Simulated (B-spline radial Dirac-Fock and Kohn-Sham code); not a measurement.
**2s emission of Gd³⁺**

System: the Gd³⁺ ion, 1s2 2s2 2p6 3s2 3p6 3d10 4s2 4p6 4d10 4f6 5s2 5p6 6s1 (not the ground configuration).

Level of theory: independent-particle radiative and Coulomb Auger rates from relativistic LDA hole-state orbitals, with Dirac-Fock energies; a radial B-spline solver.

```tsv
line	multipole	energy (eV)	rate (s⁻¹)	share (%)
L1-L2	E1	450.9	2.12e+11	0.0346
L1-L3	E1	1138.5	7.62e+12	1.25
L1-M2	E1	6688.2	1.89e+14	30.9
L1-M3	E1	6831.6	2.71e+14	44.3
L1-M4	E2	7163.1	4.12e+12	0.673
L1-M5	E2	7193.5	6.16e+12	1.01
L1-N2	E1	8070.2	4.53e+13	7.41
L1-N3	E1	8102.2	6.77e+13	11.1
L1-N4	E2	8230.9	5.56e+11	0.0909
L1-N5	E2	8236.6	8.58e+11	0.140
L1-O2	E1	8366.7	7.70e+12	1.26
L1-O3	E1	8371.7	1.15e+13	1.88
```

The listed lines hold 100.0 % of the radiative rate. The radiative width is 0.403 eV in the length form and 0.404 eV in the velocity form; the two differ because the transition energies are not eigenvalue differences of the potential that gave the orbitals.

Values without a named source are computed, but for edge energies of neutral atoms, which are taken from tables.
